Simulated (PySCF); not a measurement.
A series of related molecules

Level of theory: GIAO PBE0/pcSseg-1 magnetisability, rotational g tensor and spin-rotation constants, non-relativistic, gas phase in PySCF 2.14.0. Geometry: GFN2-xTB.

Each molecule in one low-energy conformer. The parent is CCN1CCC=N1.

The calculation is non-relativistic, which matters for the atoms heavier than Zn.

Q: How does the isotropic susceptibility change along this series?
- CCN1CCC=N1 (base)
- C=C[C@H]1C=NN(CC)C1 (H replaced by vinyl)
- CCN1C[C@H](F)C=N1 (H replaced by F)
- CCCN1CCC=N1 (C2H5 replaced by nPr)
- [GeH3][N]1CCC=N1 (C2H5 replaced by GeH3)

A: 
```tsv
molecule	χ, cgs (10⁻⁶ cm³/mol)	magnetisability anisotropy (10⁻³⁰ J/T²)
CCN1CCC=N1	-64.8	171
C=C[C@H]1C=NN(CC)C1	-79.8	122
CCN1C[C@H](F)C=N1	-68.9	282
CCCN1CCC=N1	-77.0	111
[GeH3][N]1CCC=N1	-66.4	127
```
The isotropic susceptibility is lowest for C=C[C@H]1C=NN(CC)C1 and highest for CCN1CCC=N1.
